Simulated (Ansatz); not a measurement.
Ansatz (an electronic-structure program) input file for Zn(Et)(SH) anion (C₂H₆SZn), SMILES C[CH2][Zn][SH] (connectivity only; charge and spin as stated), charge -1, multiplicity 2, PBE-D3(BJ)/def2-SVPD. 

Ansatz 0.2 input:
```yaml
crystal:
  periodic: [false, false, false]
  atoms:
    - {symbol: Zn, position_ang: [-0.57049874, -0.04732360, 0.00000000]}
    - {symbol: C, position_ang: [0.78678430, 1.49472910, 0.00000000]}
    - {symbol: C, position_ang: [0.23271983, 2.92062990, -0.00000000]}
    - {symbol: H, position_ang: [1.43472067, 1.33672288, -0.88390392]}
    - {symbol: H, position_ang: [1.43472068, 1.33672288, 0.88390392]}
    - {symbol: H, position_ang: [-0.40516833, 3.10186268, 0.88178869]}
    - {symbol: H, position_ang: [-0.40516834, 3.10186268, -0.88178869]}
    - {symbol: H, position_ang: [1.01649634, 3.70697913, -0.00000001]}
    - {symbol: S, position_ang: [0.39016076, -2.24001651, -0.00000000]}
    - {symbol: H, position_ang: [1.67976439, -1.81633206, 0.00000000]}
basis:
  gaussian:
    orbitals: def2-SVPD
hamiltonian:
  xc: pbe
  dispersion: d3bj
total_charge: -1
magnetization: {spin_polarized: true, initial_magnetization: 1}
relax: {f_tol: 0.002, max_steps: 200}
```

It prints:

```
WARN ansatz: RAYON_NUM_THREADS=1 ignored (pool sized by the plan → 1); use --threads N
Functional definition: PBE
integrals: 0.09 GiB planned
1371 factors; their error is unknown
mean field: 0.67 GiB planned
mean field evaluation 1: about -61393.8016 eV, gradient 4.6e1 eV
mean field evaluation 2: about -61369.9542 eV, gradient 8.4e1 eV
mean field evaluation 4: about -61401.3583 eV, gradient 7.3e0 eV
mean field evaluation 8: about -61401.5461 eV, gradient 1.8e-1 eV
mean field evaluation 16: about -61401.5463 eV, gradient 9.3e-5 eV
mean field -61401.54626199 eV, -2256.4652056652 hartree, gradient 1.8e-5 eV, S^2 0.751554; 0 other end points of the search recorded, 0 dependent functions left out
the calculation of the forces begins
reference -61401.54631210 eV, -2256.4652075067 hartree; 33, 32 occupied and 116, 117 virtual orbitals, 1371 factors
relax step   1: F+E_penalty+E_count = -61401.74198845 eV  Δ(F+E_penalty+E_count) = +0.000e0 eV  max|allowed force component| = 2.528e-1 eV/Å  Δτ_max = 0.0000 Å  (35 SCF iters, accepted)
these checks for a lower state are left out or cut short: starts, cluster_reference, orbital_swaps, neighbouring_geometries, increment
integrals: 0.09 GiB planned
1371 factors; their error is unknown
mean field: 0.67 GiB planned
mean field -61401.55167687 eV, -2256.4654046586 hartree, gradient 1.2e-5 eV, S^2 0.751541; 0 other end points of the search recorded, 0 dependent functions left out
the calculation of the forces begins
reference -61401.55172690 eV, -2256.4654064971 hartree; 33, 32 occupied and 116, 117 virtual orbitals, 1371 factors
relax step   2: F+E_penalty+E_count = -61401.74706596 eV  Δ(F+E_penalty+E_count) = -5.078e-3 eV  max|allowed force component| = 1.162e-1 eV/Å  Δτ_max = 0.0176 Å  (35 SCF iters, accepted)
these checks for a lower state are left out or cut short: starts, cluster_reference, orbital_swaps, neighbouring_geometries, increment
integrals: 0.09 GiB planned
1371 factors; their error is unknown
mean field: 0.67 GiB planned
mean field evaluation 32: about -61401.5526 eV, gradient 7.6e-5 eV
mean field -61401.55258453 eV, -2256.4654380143 hartree, gradient 1.1e-5 eV, S^2 0.751549; 0 other end points of the search recorded, 0 dependent functions left out
the calculation of the forces begins
reference -61401.55263463 eV, -2256.4654398555 hartree; 33, 32 occupied and 116, 117 virtual orbitals, 1371 factors
relax step   3: F+E_penalty+E_count = -61401.74798205 eV  Δ(F+E_penalty+E_count) = -9.161e-4 eV  max|allowed force component| = 2.958e-2 eV/Å  Δτ_max = 0.0172 Å  (35 SCF iters, accepted)
these checks for a lower state are left out or cut short: starts, cluster_reference, orbital_swaps, neighbouring_geometries, increment
integrals: 0.09 GiB planned
1371 factors; their error is unknown
mean field: 0.67 GiB planned
mean field -61401.55271668 eV, -2256.4654428709 hartree, gradient 1.6e-5 eV, S^2 0.751547; 0 other end points of the search recorded, 0 dependent functions left out
the calculation of the forces begins
reference -61401.55276679 eV, -2256.4654447123 hartree; 33, 32 occupied and 116, 117 virtual orbitals, 1371 factors
relax step   4: F+E_penalty+E_count = -61401.74804023 eV  Δ(F+E_penalty+E_count) = -5.818e-5 eV  max|allowed force component| = 1.553e-2 eV/Å  Δτ_max = 0.0035 Å  (27 SCF iters, accepted)
these checks for a lower state are left out or cut short: starts, cluster_reference, orbital_swaps, neighbouring_geometries, increment
integrals: 0.09 GiB planned
1371 factors; their error is unknown
mean field: 0.67 GiB planned
mean field -61401.55288789 eV, -2256.4654491625 hartree, gradient 1.1e-5 eV, S^2 0.751543; 0 other end points of the search recorded, 0 dependent functions left out
the calculation of the forces begins
reference -61401.55293802 eV, -2256.4654510047 hartree; 33, 32 occupied and 116, 117 virtual orbitals, 1371 factors
relax step   5: F+E_penalty+E_count = -61401.74808883 eV  Δ(F+E_penalty+E_count) = -4.860e-5 eV  max|allowed force component| = 6.521e-3 eV/Å  Δτ_max = 0.0088 Å  (34 SCF iters, accepted)
these checks for a lower state are left out or cut short: starts, cluster_reference, orbital_swaps, neighbouring_geometries, increment
integrals: 0.09 GiB planned
1371 factors; their error is unknown
mean field: 0.67 GiB planned
mean field -61401.55299026 eV, -2256.4654529246 hartree, gradient 1.1e-5 eV, S^2 0.751541; 0 other end points of the search recorded, 0 dependent functions left out
the calculation of the forces begins
reference -61401.55304041 eV, -2256.4654547676 hartree; 33, 32 occupied and 116, 117 virtual orbitals, 1371 factors
relax step   6: F+E_penalty+E_count = -61401.74810997 eV  Δ(F+E_penalty+E_count) = -2.114e-5 eV  max|allowed force component| = 3.484e-3 eV/Å  Δτ_max = 0.0072 Å  (34 SCF iters, accepted)
these checks for a lower state are left out or cut short: starts, cluster_reference, orbital_swaps, neighbouring_geometries, increment
integrals: 0.09 GiB planned
1371 factors; their error is unknown
mean field: 0.67 GiB planned
mean field evaluation 64: about -61401.5530 eV, gradient 2.2e-5 eV
mean field -61401.55304567 eV, -2256.4654549607 hartree, gradient 2.2e-5 eV, S^2 0.751540; 0 other end points of the search recorded, 0 dependent functions left out
the calculation of the forces begins
reference -61401.55309583 eV, -2256.4654568042 hartree; 33, 32 occupied and 116, 117 virtual orbitals, 1371 factors
relax step   7: F+E_penalty+E_count = -61401.74811339 eV  Δ(F+E_penalty+E_count) = -3.416e-6 eV  max|allowed force component| = 8.115e-4 eV/Å  Δτ_max = 0.0042 Å  (27 SCF iters, accepted)
integrals: 0.09 GiB planned
1371 factors; their error is unknown
mean field: 0.67 GiB planned
mean field -61401.55304567 eV, -2256.4654549607 hartree, gradient 2.2e-5 eV, S^2 0.751540; 1 other end points of the search recorded, 0 dependent functions left out
the calculation of the forces begins
reference -61401.55309583 eV, -2256.4654568042 hartree; 33, 32 occupied and 116, 117 virtual orbitals, 1371 factors
Total energy: -61401.74816355 eV, -2256.4726254108 hartree
Atom 0 at    -0.549692    -0.043952     0.000000 Å, force    -0.000536    -0.000380    -0.000000 eV/Å
Atom 1 at     0.797595     1.504156    -0.000000 Å, force     0.000755     0.000812     0.000000 eV/Å
Atom 2 at     0.230269     2.923643    -0.000000 Å, force    -0.000060     0.000030    -0.000000 eV/Å
Atom 3 at     1.447139     1.340366    -0.889630 Å, force    -0.000135    -0.000093     0.000204 eV/Å
Atom 4 at     1.447139     1.340366     0.889630 Å, force    -0.000135    -0.000093    -0.000204 eV/Å
Atom 5 at    -0.416310     3.100813     0.885611 Å, force     0.000066    -0.000061    -0.000109 eV/Å
Atom 6 at    -0.416310     3.100813    -0.885611 Å, force     0.000066    -0.000061     0.000109 eV/Å
Atom 7 at     1.007340     3.726477    -0.000000 Å, force    -0.000088     0.000028     0.000000 eV/Å
Atom 8 at     0.371438    -2.254402     0.000000 Å, force     0.000331    -0.000058    -0.000000 eV/Å
Atom 9 at     1.675924    -1.842442     0.000000 Å, force    -0.000264    -0.000124     0.000000 eV/Å
Dipole moment:     0.273428     0.671141    -0.000000 e Å
```

The calculation finished and met its thresholds.
